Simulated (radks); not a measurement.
Spherical quantum dot in the effective-mass picture: electrons in a hard-walled sphere of radius 2.58, with a point charge +1 (a donor) at the centre, all in effective atomic units (hartree* = m*/eps^2 hartree, bohr* = eps/m* bohr), one dielectric constant everywhere. Calculated with a radial shooting solver with Libxc functionals: non-relativistic Kohn-Sham, PBEsol, spin-polarised, spherical densities. Levels are named by radial order and angular momentum (1s, 1p, 1d, 2s, ...), and open shells are averaged over m. Results are scaled to m* = 0.394 and eps = 8.2, for which hartree* = 159.4 meV and bohr* = 1.101 nm.

N = 37, configuration 1s2 1p6 1d10 2s2 1f14 1g(up 3, down 0). This is the lowest configuration that the search found. Occupied and some empty levels:

level,occupation,eigenvalue (meV),<r> (nm)
1s up,1,2961.9,1.899
1s down,1,2967.5,1.892
1p up,3,3026.4,1.998
1p down,3,3032.7,1.995
1d up,5,3133.6,2.064
1d down,5,3140.2,2.062
1f up,7,3279.7,2.116
1f down,7,3286.7,2.115
2s up,1,3323.2,1.155
2s down,1,3324.9,1.157
1g up,3,3462.0,2.161
1g down,0,3469.3,2.160
2p up,0,3579.3,1.455
2p down,0,3581.7,1.455
1h up,0,3678.4,2.198
1h down,0,3685.9,2.198
2d up,0,3836.0,1.610
2d down,0,3839.1,1.609
3s up,0,3859.8,1.335
3s down,0,3862.6,1.335

Energy (meV): total 65520.0, kinetic 19076, external -3543.1, Hartree 54275, exchange-correlation -4288.0.
